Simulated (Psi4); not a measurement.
A dimer, C3H10Si ··· HCl (SMILES C[SiH](C)C and Cl); the first 14 atoms form monomer A.

```
16

Si     0.0565     0.2164     0.4465
C     -0.9180     1.3803    -0.6760
C      1.7629    -0.1170    -0.2892
C     -0.8822    -1.4064     0.6701
H      0.2258     0.8656     1.7860
H     -1.0631     0.9307    -1.6726
H     -1.9137     1.5994    -0.2570
H     -0.3911     2.3388    -0.8121
H      2.3537    -0.7856     0.3579
H      1.6744    -0.5968    -1.2784
H      2.3325     0.8178    -0.4178
H     -1.0245    -1.9115    -0.3000
H     -1.8780    -1.2349     1.1101
H     -0.3351    -2.0968     1.3325
Cl     2.2561     2.5773    -5.5426
H      1.9826     2.1562    -4.3631
```

Question: What interaction energy does SAPT0/jun-cc-pVDZ, frozen core in Psi4 give, and which attractive term is the largest?

Answer: Total -0.38 kJ/mol: electrostatics 0.17, exchange 0.01, induction -0.09, dispersion -0.48. The most attractive term is dispersion.
